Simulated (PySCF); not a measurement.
NICS in rings of unrelated molecules.

NICS is the negative of the GIAO shielding at a point without a nucleus: at the ring centre (0) and 1 Å above and below it (1); zz is the component along the ring normal. Level: GIAO PBE0/pcSseg-1 (PySCF, non-relativistic, gas phase) on the GFN2-xTB geometries, one conformer each. Atom numbers follow the mapped SMILES.

Problem. Order these rings by mean NICS(1)zz, lowest (most negative) first (ppm).
A. ring C2–C3–O5–C6–C7–O8 in `[F:1][C:2]1=[C:3]([F:4])[O:5][CH:6]=[CH:7][O:8]1`
B. ring Si3–C4–C6 in `[CH3:1][S:2][Si@@H:3]1[C@@H:4]([CH3:5])[C@@H:6]1[O:7][SiH3:8]`
C. ring C6–C7–C8 in `[SiH3:1][SiH2:2][S:3][Si@@H:4]([Cl:5])[CH:6]1[CH2:7][CH2:8]1`
D. ring C2–C3–P4–C5–N6–C7 in `[CH3:1][c:2]1[cH:3][p:4][cH:5][n:6][c:7]1[SiH3:8]`
E. ring C7–C8–C9–C10–C11–C12 in `[O:1]=[C:2]([F:3])[C@@H:4]1[CH2:5][C@@H:6]1[c:7]1[cH:8][cH:9][cH:10][cH:11][cH:12]1`
F. ring Si2–C3–C4–P5–C6–C7 in `[CH3:1][SiH:2]1[CH2:3][CH2:4][PH:5][CH2:6][CH2:7]1`
G. ring Si5–N6–Si7–N8 in `[CH3:1][CH:2]([CH3:3])[O:4][SiH:5]1[NH:6][SiH2:7][NH:8]1`

Solution. E (-28.7), D (-25.7), C (-23.0), B (-13.5), G (-0.8), F (4.4), A (17.7).

```
                           SMILES                                                        ring  NICS(0)  NICS(1)  NICS(1)zz   HOMA  rms pucker (Å)  ring atoms with four or more neighbours
    O=C(F)[C@@H]1C[C@@H]1c1ccccc1            6-membered carbocycle; formal bonds all aromatic     -8.7    -11.5      -28.7   0.99            0.00                                        0
                  Cc1cpcnc1[SiH3]     6-membered ring with N and P; formal bonds all aromatic     -5.9    -10.5      -25.7   0.90            0.00                                        0
    [SiH3][SiH2]S[Si@@H](Cl)C1CC1              3-membered carbocycle; formal bonds all single    -44.6     -8.6      -23.0      –            0.00                                        3
CS[Si@@H]1[C@@H](C)[C@@H]1O[SiH3]            3-membered ring with Si; formal bonds all single    -23.7     -7.0      -13.5      –            0.00                                        3
            CC(C)O[SiH]1N[SiH2]N1  4-membered ring with 2 N and 2 Si; formal bonds all single     -9.3     -2.3       -0.8      –            0.06                                        2
                    C[SiH]1CCPCC1      6-membered ring with P and Si; formal bonds all single     -2.4     -2.1        4.4      –            0.31                                        5
                   FC1=C(F)OC=CO1   6-membered ring with 2 O; formal bonds 2 double, 4 single      4.0      3.7       17.7  -0.80            0.00                                        0
```

NICS(0) gives another order. The isotropic NICS(1) gives the same order. HOMA uses Krygowski's 1993 parameters; it is left out where a ring has a four-coordinate atom, a triple bond, no multiple bond or a kind of bond without parameters. NICS(1) and NICS(1)zz are means over the two faces.
